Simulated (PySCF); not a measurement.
Isomers of C4H4F4.

All values: CAM-B3LYP/def2-SVPD (PySCF) at GFN2-xTB geometries, gas phase, one conformer each. Core orbitals are frozen in the response; Δα² is half the sum of the squared differences of the principal polarisabilities.

(1) Rank by polarisability anisotropy Δα, lowest first.
A. `[F:1][C@@H:2]1[CH2:3][C@H:4]([F:5])[C:6]1([F:7])[F:8]` with F1–C2–C3–C4 -130°, C2–C3–C4–F5 130°, C3–C4–C6–F7 106°, F1–C2–C6–C4 130°
B. `[F:1]/[CH:2]=[C:3](\[F:4])[CH2:5][CH:6]([F:7])[F:8]` with C2–C3–C5–C6 107°, C3–C5–C6–F7 -68°
C. `[CH3:1][C@H:2]([F:3])[C:4]([F:5])=[C:6]([F:7])[F:8]` with C1–C2–C4–F5 -108°
D. `[F:1][CH2:2]/[CH:3]=[C:4](\[F:5])[CH:6]([F:7])[F:8]` with F1–C2–C3–C4 -174°, C3–C4–C6–F7 59°

(2) Rank by HOMO energy, highest first.
A. `[F:1][C@@H:2]1[CH2:3][C@H:4]([F:5])[C:6]1([F:7])[F:8]` with F1–C2–C3–C4 -130°, C2–C3–C4–F5 130°, C3–C4–C6–F7 106°, F1–C2–C6–C4 130°
B. `[F:1][CH2:2]/[CH:3]=[CH:4]\[C:5]([F:6])([F:7])[F:8]` with F1–C2–C3–C4 176°
C. `[F:1][C:2]([F:3])=[CH:4][CH2:5][CH:6]([F:7])[F:8]` with C2–C4–C5–C6 -118°, C4–C5–C6–F7 -179°
D. `[F:1][CH2:2]/[CH:3]=[C:4](\[F:5])[CH:6]([F:7])[F:8]` with F1–C2–C3–C4 -174°, C3–C4–C6–F7 59°
E. `[F:1]/[CH:2]=[C:3](\[F:4])[CH2:5][CH:6]([F:7])[F:8]` with C2–C3–C5–C6 107°, C3–C5–C6–F7 -68°

Answers

(1) A (0.54 Å³), C (2.44 Å³), B (3.01 Å³), D (3.24 Å³).

(2) E (-9.19 eV), C (-9.34 eV), D (-9.55 eV), B (-10.00 eV), A (-10.82 eV).

All values together:

```tsv
SMILES	μ (D)	HOMO (eV)	LUMO (eV)	α (Å³)	Δα (Å³)
C/C(F)=C\C(F)(F)F	1.78	-9.62	0.35	7.78	3.21
FC/C=C\C(F)(F)F	1.44	-10.00	-0.13	7.67	3.15
F[C@@H]1C[C@H](F)C1(F)F	3.45	-10.82	0.82	7.13	0.54
FC/C=C(/F)C(F)F	1.15	-9.48	0.06	7.68	3.06
FC/C=C/C(F)(F)F	3.01	-10.02	0.26	7.84	3.39
FC[C@H](F)C=C(F)F	1.05	-9.53	0.56	7.69	2.32
FC(F)=CCC(F)F	0.72	-9.34	1.01	7.80	3.20
C[C@H](F)C(F)=C(F)F	2.16	-9.14	1.02	7.72	2.44
FC/C=C(\F)C(F)F	1.64	-9.55	0.19	7.80	3.24
F/C=C(\F)CC(F)F	1.66	-9.19	0.93	7.78	3.01
F/C=C(/F)CC(F)F	1.95	-9.14	0.94	7.76	2.99
```

Conformers: `[F:1][CH2:2]/[CH:3]=[CH:4]\[C:5]([F:6])([F:7])[F:8]` with F1–C2–C3–C4 176°; `[F:1][C@@H:2]1[CH2:3][C@H:4]([F:5])[C:6]1([F:7])[F:8]` with F1–C2–C3–C4 -130°, C2–C3–C4–F5 130°, C3–C4–C6–F7 106°, F1–C2–C6–C4 130°; `[F:1][CH2:2]/[CH:3]=[C:4](/[F:5])[CH:6]([F:7])[F:8]` with F1–C2–C3–C4 179°, C3–C4–C6–F7 58°; `[F:1][CH2:2]/[CH:3]=[CH:4]/[C:5]([F:6])([F:7])[F:8]` with F1–C2–C3–C4 0°; `[F:1][CH2:2][C@H:3]([F:4])[CH:5]=[C:6]([F:7])[F:8]` with F1–C2–C3–F4 -172°, C2–C3–C5–C6 66°; `[F:1][C:2]([F:3])=[CH:4][CH2:5][CH:6]([F:7])[F:8]` with C2–C4–C5–C6 -118°, C4–C5–C6–F7 -179°; `[CH3:1][C@H:2]([F:3])[C:4]([F:5])=[C:6]([F:7])[F:8]` with C1–C2–C4–F5 -108°; `[F:1][CH2:2]/[CH:3]=[C:4](\[F:5])[CH:6]([F:7])[F:8]` with F1–C2–C3–C4 -174°, C3–C4–C6–F7 59°; `[F:1]/[CH:2]=[C:3](\[F:4])[CH2:5][CH:6]([F:7])[F:8]` with C2–C3–C5–C6 107°, C3–C5–C6–F7 -68°; `[F:1]/[CH:2]=[C:3](/[F:4])[CH2:5][CH:6]([F:7])[F:8]` with C2–C3–C5–C6 -119°, C3–C5–C6–F7 68°.
